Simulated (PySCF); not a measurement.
Si(H)3(NHMe) (CH₇NSi), SMILES N([SiH3])C. Atoms are numbered in the order given.

```xyz
10

Si     1.0831    -0.1819     0.2108
N     -0.4591    -0.0663    -0.5733
C     -1.6660     0.4272     0.0636
H      2.0763    -0.5788    -0.8284
H      1.4292     1.1488     0.7936
H      1.1729    -1.1768     1.3325
H     -0.6353    -0.7004    -1.3466
H     -2.2239    -0.3401     0.6382
H     -2.3613     0.8578    -0.6776
H     -1.4117     1.2363     0.7685
```
Charge 0, spin multiplicity 1.

Geometry optimised at B3LYP-D3(BJ)/def2-SVP.

Method: B3LYP-D3(BJ)/def2-SVP run with PySCF 2.14.0.

Frequencies are harmonic and unscaled.

```tsv
mode	ν (cm⁻¹)	IR (km/mol)	Raman (Å⁴/amu)	depolarisation	moving atoms (share of kinetic energy)
1	132	2.9	0.6	0.71	H 68 %, N 25 %
2	137	0.4	0.4	0.74	H 96 %
3	249	5.9	0.5	0.51	H 44 %, N 23 %, C 22 %, Si 11 %
4	424	95.8	2.4	0.51	H 82 %, N 13 %
5	690	31.0	9.1	0.60	H 65 %, Si 19 %, C 12 %
6	705	43.5	19.3	0.63	H 84 %, Si 9 %
7	794	52.4	7.9	0.23	H 39 %, N 35 %, Si 21 %
8	917	97.7	18.7	0.73	H 94 %
9	977	140.3	21.0	0.74	H 94 %
10	1004	202.4	21.7	0.75	H 93 %
11	1101	5.6	4.0	0.73	H 81 %, C 12 %
12	1141	1.4	2.4	0.40	H 76 %, C 19 %
13	1154	92.7	3.2	0.74	N 46 %, C 34 %, H 19 %
14	1397	37.1	0.9	0.11	H 69 %, N 21 %, C 10 %
15	1452	8.5	10.2	0.72	H 88 %, C 12 %
16	1468	11.2	19.5	0.69	H 94 %
17	1497	4.6	22.6	0.72	H 96 %
18	2156	193.0	129.0	0.33	H 96 %
19	2212	104.3	141.8	0.13	H 97 %
20	2227	129.3	128.5	0.29	H 97 %
21	2967	93.3	169.9	0.10	H 96 %
22	3046	42.1	124.9	0.44	H 92 %, C 8 %
23	3090	23.8	70.6	0.75	H 91 %, C 9 %
24	3592	17.0	89.6	0.25	H 93 %
```
